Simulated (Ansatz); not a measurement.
Isolated molecules relaxed with PBE0-D4/def2-TZVP in Ansatz; ΔE leaves out vibrations. CCSD(T)/CBS is the MP2 limit (def2-TZVPP, def2-QZVPP) plus CCSD(T) − MP2 in def2-TZVPP, frozen cores. DFT in def2-TZVPP. HSE06 is defined as in plane-wave codes. Each species was taken in one conformer, which may not be the lowest.

Reaction (isomerisation): `C[Si]1(O)C=C1` → `C=C1OC1[SiH3]`

| level | ΔE (kJ/mol) | difference from CCSD(T)/CBS |
| --- | --- | --- |
| r2SCANh-D4 | 243.2 | -10.1 |
| CAM-B3LYP-D4 | 236.0 | -17.3 |
| ωB97X-V | 233.5 | -19.8 |
| B2PLYP | 240.3 | -13.0 |
| PBE0 | 234.7 | -18.6 |
| HSE06 | 234.5 | -18.8 |
| CAM-B3LYP | 235.3 | -18.0 |
| RPA@PBE/def2-TZVPP | 226.0 | -27.3 |
| HF/def2-TZVPP | 247.2 | -6.1 |
| SCS-MP2/def2-TZVPP | 246.2 | -7.1 |
| CCSD(T)/CBS | 253.3 | 0 |

Largest T1 diagnostic among the species: 0.014.

From r2SCAN to r2SCAN0 (25 % exact exchange), in def2-TZVPP and without D4, ΔE moves by +12.0 kJ/mol. Leaving LDA and LC-ωPBE aside and taking each functional with its dispersion term where it has one, the values, not all of them listed here, spread over 39.9 kJ/mol, from revPBE-D4 to PBE-QIDH. LDA lies +7.0 kJ/mol from PBE without D4. At CCSD(T), def2-SVP lies −56.4 kJ/mol from the extrapolated value and def2-TZVPP −8.7 kJ/mol.

CCSD(T)/CBS has its own doubt, a few kJ/mol and more with outer-core shells, so smaller differences from it don't rank the levels.
